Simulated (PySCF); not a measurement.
C5H14P2.
SMILES: `CC(C)CPCP`

All values: wB97X-D/def2-SVPD (PySCF, non-relativistic), on one gas-phase PBE0-D3(BJ)/def2-SVP geometry that isn't relaxed in the solvent. The solvent is an IEF-PCM continuum (van der Waals radii × 1.2), and excitations are vertical TDDFT with non-equilibrium linear response and a frozen core. Specific hydrogen bonds and non-electrostatic terms are outside this model.

Gas-phase singlets (H = HOMO, L = LUMO):

```
state  E (eV)  λ (nm)      f  leading configuration
   S1   6.193     200  0.051                H→L 89%
   S2   6.362     195  0.034              H-1→L 88%
   S3   6.628     187  0.116              H→L+1 75%
   S4   7.159     173  0.061            H-1→L+2 64%
   S5   7.235     171  0.227            H-1→L+3 34%
```

Question: What are the lowest 5 singlets in benzene (ε = 2.271)?

Answer: 
```csv
state,E (eV),λ (nm),f,leading configuration,change by rank (eV)
S1,6.182,201,0.082,H→L 88%,-0.011
S2,6.356,195,0.057,H-1→L 88%,-0.006
S3,6.589,188,0.169,H→L+1 76%,-0.039
S4,7.084,175,0.094,H-1→L+2 76%,-0.075
S5,7.168,173,0.354,H-1→L+3 43%,-0.067
```

Question: How do the frontier levels move from gas to benzene?

Answer: 
```csv
orbital,gas (eV),solvent (eV),change (eV)
LUMO+2,2.80,2.86,+0.06
LUMO+1,2.15,2.26,+0.11
LUMO,1.79,1.88,+0.09
HOMO,-8.70,-8.68,+0.02
HOMO-1,-8.96,-8.94,+0.02
HOMO-2,-10.88,-10.78,+0.10
HOMO-3,-11.14,-11.01,+0.13
```

The HOMO–LUMO gap goes from 10.49 to 10.56 eV.

Conformer computed: `[CH3:1][CH:2]([CH3:3])[CH2:4][PH:5][CH2:6][PH2:7]`: C1–C2–C4–P5 173°, C2–C4–P5–C6 -178°, C4–P5–C6–P7 -167°, H–P7–C6–P5 51°, H–P7–C6–P5 -43°.
